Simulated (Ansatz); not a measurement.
Basis-set extrapolation for C2H5ClOSi (`O/C([SiH3])=C\Cl`) (PBE0-D4/def2-TZVP geometry, frozen core, Ansatz 0.2.0). Multiplicity 1, RHF reference.

```
                      def2-TZVPP   def2-QZVPP
                 HF  -901.998385  -902.027241
    MP2 correlation    -0.874365    -0.943360
CCSD(T) correlation    -0.960869      not run
```

Energies in hartree. Use E(X) = E(∞) + A·exp(−7.88·√X) for Hartree–Fock and E(X) = E(∞) + B·X^(−2.97) for correlation, with X = 3 and 4, and add CCSD(T) minus MP2 of the smaller set to the MP2 limit.

Question: What is the CCSD(T) energy at the basis-set limit?

Answer: HF limit: -902.027241 + (-0.028856) × 0.13774 = -902.03122. MP2 limit: -0.943360 + (-0.068995) × 0.74074 = -0.99447. Higher-order term: -0.960869 − (-0.874365) = -0.08650. Total: -903.11219 hartree, 96.0 kcal/mol below CCSD(T)/def2-TZVPP.
